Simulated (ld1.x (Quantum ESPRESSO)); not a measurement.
Varying the TM potential for Te

Base potential:

- Element: Te
- Generator: ld1.x (Quantum ESPRESSO) 7.5
- Type: norm-conserving Troullier–Martins (Kleinman–Bylander form)
- Functional: Wu–Cohen
- Relativity: fully relativistic
- Frozen core: [Kr]
- Valence charge: 16
- Reference configuration: 4d10 5s2 5p4
- Partial waves: 5s (bound): rc 1.60 bohr; 5p (bound): rc 1.85 bohr; 4d (bound): rc 1.55 bohr
- Local potential: all-electron potential smoothed inside 1.85 bohr (lloc = -1)
- Core correction: Bessel-smoothed model core inside 0.95 bohr

Open shells are filled in proportion to 2j + 1 (rel_dist='average').

Cutoffs, loose and tight: the cutoffs (Ry, on a coarse ladder) from which the occupation-weighted sum of valence levels, in a spherical-Bessel basis at the reference potential, stays within 10 and 1 mRy of its value at 400 Ry. They do not see the model core or the augmentation charge, which bear on the density cutoff. Test errors are all-electron minus pseudo excitation energies from the reference, over the configurations 4d10 5s2 5p3; 4d10 5s2 5p2; 4d10 5s2 5p1; 4d9 5s2 5p5; 4d10 5s2 5p0; 4d10 5s1 5p4; 4d9 5s2 5p4. A dash means not determined; rows that change the core or the reference have their own tests.

A true bound ghost makes a file unfit for plane-wave use even where its test errors are small: the radial tests pick states by their node count and pass the ghost by.

```csv
change,outcome,"cutoff, loose","cutoff, tight",bound ghosts,largest test error (meV)
base,generated,90 Ry,160 Ry,s,+335
wave 4d (bound): rc 1.55 bohr becomes 4d (bound): rc 1.10 bohr,generated,120 Ry,180 Ry,s,+312
wave 4d (bound): rc 1.55 bohr becomes 4d (bound): rc 1.24 bohr,generated,110 Ry,180 Ry,s,+314
wave 4d (bound): rc 1.55 bohr becomes 4d (bound): rc 1.44 bohr,generated,100 Ry,160 Ry,s,+323
wave 4d (bound): rc 1.55 bohr becomes 4d (bound): rc 1.62 bohr,generated,90 Ry,160 Ry,s,+340
wave 4d (bound): rc 1.55 bohr becomes 4d (bound): rc 1.92 bohr,generated,80 Ry,140 Ry,s,+414
wave 4d (bound): rc 1.55 bohr becomes 4d (bound): rc 2.12 bohr,generated,70 Ry,120 Ry,s,+492
wave 4d (bound): rc 1.55 bohr becomes 4d (bound): rc 2.24 bohr,generated,70 Ry,110 Ry,s,+543
```

Reading the sweep of the d radius (base included, trends over the rows without a ghost): Bound ghosts are found at 1.1, 1.24, 1.44, 1.55, 1.62, 1.92, 2.12, 2.24 bohr. Every judged row has one, so this setting neither creates nor removes them.
